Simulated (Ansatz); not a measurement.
Cl5Ta, SMILES [Cl][Ta+]([Cl])([Cl])([Cl])[Cl] (connectivity only; charge and spin as stated), charge +1, multiplicity 2. Atoms are numbered in the order given.

```xyz
6

Ta    -0.1033     0.0010    -0.0797
Cl     0.5461    -0.0095     2.3110
Cl     0.3836    -0.0035    -2.2846
Cl     2.2905    -0.0195     0.3163
Cl    -1.3666     1.8391     0.0807
Cl    -1.4039    -1.8112     0.0785
```
Charge +1, spin multiplicity 2.

The structure is a stationary point at B3LYP-D3(BJ)/def2-SVP. The spin state was assumed, not searched. The def2 effective core potentials stand for the cores of Ta; spin–orbit coupling is left out.

Two levels are set side by side: PBE-D3(BJ)/def2-SVP (Ansatz, a quantum-chemistry and plane-wave program) and B3LYP-D3(BJ)/def2-SVP (Ansatz). Each level has its own optimised geometry; the coordinates shown are those of the second. Differences are taken from unrounded values.

```
quantity              B3LYP-D3(BJ)
--------------------  ------------
mean bond length (Å)         2.327
bond Ta1–Cl2 (Å)             2.477
bond Ta1–Cl3 (Å)             2.258
bond Ta1–Cl4 (Å)             2.426
bond Ta1–Cl5 (Å)             2.236
bond Ta1–Cl6 (Å)             2.236
```

Problem. What does PBE-D3(BJ) give, and how far is it from B3LYP-D3(BJ)? (Estimate from the structure and the level; the computed values follow.)

Solution. 
```json
[
 {"quantity": "mean bond length (Å)", "PBE-D3(BJ)": "2.325", "PBE-D3(BJ) minus B3LYP-D3(BJ)": "-0.002"},
 {"quantity": "bond Ta1–Cl2 (Å)", "PBE-D3(BJ)": "2.454", "PBE-D3(BJ) minus B3LYP-D3(BJ)": "-0.023"},
 {"quantity": "bond Ta1–Cl3 (Å)", "PBE-D3(BJ)": "2.267", "PBE-D3(BJ) minus B3LYP-D3(BJ)": "0.009"},
 {"quantity": "bond Ta1–Cl4 (Å)", "PBE-D3(BJ)": "2.427", "PBE-D3(BJ) minus B3LYP-D3(BJ)": "0.001"},
 {"quantity": "bond Ta1–Cl5 (Å)", "PBE-D3(BJ)": "2.239", "PBE-D3(BJ) minus B3LYP-D3(BJ)": "0.003"},
 {"quantity": "bond Ta1–Cl6 (Å)", "PBE-D3(BJ)": "2.239", "PBE-D3(BJ) minus B3LYP-D3(BJ)": "0.003"}
]
```

Here PBE gives about what the other level gives.
